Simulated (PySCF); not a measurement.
Diagnose this run.

A core-ionisation job on C2H6GeSi, SMILES `[SiH3]C#[C][GeH3]`. Method: delta-SCF UKS SCAN, pcX-2 on the ionised atom, pcseg-1 elsewhere, spin-free X2C (PySCF).

Driver input (Å, PBE0-D3(BJ)/def2-SVP geometry):

```
{"job": {"kind": "xps"}, "charge": 0, "multiplicity": 1}
Si     2.4409    -0.1606    -0.1054
C      0.6307    -0.0370     0.1621
C     -0.5774     0.0427     0.3400
Ge    -2.4549     0.1636     0.6246
H      3.0362     1.2070    -0.1280
H      2.7070    -0.8396    -1.4067
H      3.0551    -0.9505     1.0010
H     -3.1770    -0.3801    -0.6161
H     -2.8244     1.6361     0.8524
H     -2.8185    -0.6723     1.8597
```

Output:

```
ground state, core basis on atom 0 (Si), 145 functions
  cycle   1  E = -2463.77381400  |g| = 4.02e-01
  cycle   2  E = -2463.72410054  |g| = 5.44e-01
  cycle   3  E = -2463.81548417  |g| = 1.03e-01
  cycle   4  E = -2463.81607069  |g| = 9.74e-02
  cycle   5  E = -2463.81863411  |g| = 1.26e-02
  cycle   6  E = -2463.81868592  |g| = 1.92e-03
  cycle   7  E = -2463.81868877  |g| = 5.01e-04
  cycle   8  E = -2463.81868776  |g| = 9.66e-05
  E(ground) = -2463.94153923 Eh
hole in Si 1s of atom 0
  cycle   1  E = -2394.87990140  |g| = 4.35e+00
  cycle   2  E = -2394.72053831  |g| = 2.21e+00
  cycle   3  E = -2394.89934074  |g| = 1.29e+00
  cycle   4  E = -2395.61586410  |g| = 7.51e-01
  cycle   5  E = -2395.91063607  |g| = 2.13e-01
  cycle   6  E = -2395.93207381  |g| = 7.36e-02
  cycle   7  E = -2395.93561453  |g| = 2.02e-02
  cycle   8  E = -2395.93591990  |g| = 2.94e-03
  cycle   9  E = -2395.93592254  |g| = 8.29e-04
  cycle  10  E = -2395.93592391  |g| = 2.50e-04
  E(ion) = -2396.06709061 Eh   <S^2> = 0.7523   hole on atom = 1.000   binding energy = 1846.958 eV
hole in Si 2p of atom 0
  cycle   1  E = -2459.53888495  |g| = 1.23e+00
  cycle   2  E = -2459.20504513  |g| = 1.20e+00
  cycle   3  E = -2459.51830252  |g| = 7.66e-01
  cycle   4  E = -2459.83770580  |g| = 2.19e-01
  cycle   5  E = -2459.85827994  |g| = 8.12e-02
  cycle   6  E = -2459.86165991  |g| = 2.99e-02
  cycle   7  E = -2459.86230814  |g| = 4.77e-03
  cycle   8  E = -2459.86232536  |g| = 1.05e-03
  cycle   9  E = -2459.86232651  |g| = 3.03e-04
  E(ion) = -2459.99632975 Eh   <S^2> = 0.7518   hole on atom = 1.003   binding energy = 107.355 eV
  2p3/2 = 107.130 eV   2p1/2 = 107.754 eV
ground state, core basis on atom 1 (C), 134 functions
  cycle   1  E = -2463.72859860  |g| = 6.18e-02
  cycle   2  E = -2463.72819833  |g| = 4.82e-02
  cycle   3  E = -2463.72764791  |g| = 6.53e-02
  cycle   4  E = -2463.72877660  |g| = 8.10e-03
  cycle   5  E = -2463.72879676  |g| = 1.09e-03
  cycle   6  E = -2463.72879977  |g| = 1.55e-04
  E(ground) = -2463.89386927 Eh
hole in C 1s of atom 1
  cycle   1  E = -2452.48661728  |g| = 1.51e+00
  cycle   2  E = -2450.44188605  |g| = 2.33e+00
  cycle   3  E = -2452.94496303  |g| = 4.36e-01
  cycle   4  E = -2453.04253515  |g| = 2.22e-01
  cycle   5  E = -2453.07138720  |g| = 1.16e-01
  cycle   6  E = -2453.07746957  |g| = 3.20e-02
  cycle   7  E = -2453.07828203  |g| = 1.11e-02
  cycle   8  E = -2453.07854480  |g| = 7.00e-03
  cycle   9  E = -2453.07874893  |g| = 3.08e-03
  cycle  10  E = -2453.07876140  |g| = 1.42e-03
  cycle  11  E = -2453.07876335  |g| = 5.18e-04
  cycle  12  E = -2453.07876460  |g| = 1.26e-04
  E(ion) = -2453.24234703 Eh   <S^2> = 0.8534   hole on atom = 1.000   binding energy = 289.843 eV
ground state, core basis on atom 2 (C), 134 functions
  cycle   1  E = -2463.72959482  |g| = 6.36e-02
  cycle   2  E = -2463.72774642  |g| = 8.83e-02
  cycle   3  E = -2463.72898807  |g| = 5.57e-02
  cycle   4  E = -2463.72982674  |g| = 4.35e-03
  cycle   5  E = -2463.72983295  |g| = 8.56e-04
  cycle   6  E = -2463.72983057  |g| = 2.21e-04
  E(ground) = -2463.89475811 Eh
hole in C 1s of atom 2
  cycle   1  E = -2452.47851352  |g| = 1.51e+00
  cycle   2  E = -2450.28904727  |g| = 2.38e+00
  cycle   3  E = -2452.93593426  |g| = 4.48e-01
  cycle   4  E = -2453.03013321  |g| = 2.63e-01
  cycle   5  E = -2453.07212665  |g| = 4.11e-02
  cycle   6  E = -2453.07207480  |g| = 5.23e-02
  cycle   7  E = -2453.07358098  |g| = 1.19e-02
  cycle   8  E = -2453.07383399  |g| = 7.44e-03
  cycle   9  E = -2453.07407098  |g| = 3.76e-03
  cycle  10  E = -2453.07408971  |g| = 1.42e-03
  cycle  11  E = -2453.07409179  |g| = 3.85e-04
  E(ion) = -2453.23762183 Eh   <S^2> = 0.8642   hole on atom = 1.000   binding energy = 289.995 eV
```

The program numbers atoms from 0. E(ground) and E(ion) are re-evaluated on a finer grid than the cycles, so they differ from the last cycles; that is no fault. The 2p3/2 and 2p1/2 values come from a spin–orbit splitting computed afterwards; their 2:1 mean is the average over the three 2p orbitals and can differ from the one hole solved.

Question: Do all binding energies of this run deserve the same trust?

Answer: No. Every hole passed the driver's convergence checks (|g| < 5e-4, core orbital emptied to over 0.9), but ⟨S²⟩ is 0.864 for C1s on atom 2 and 0.853 for C1s on atom 1, against 0.75 for a pure doublet, so the unrestricted ion state holds higher spin components.

Question: What would you do next?

Answer: Recompute such holes with a restricted open-shell or spin-projected scheme and compare; until then these binding energies are doubtful.

On Arm Neoverse V1, one thread (shared host), this took 20 s wall.
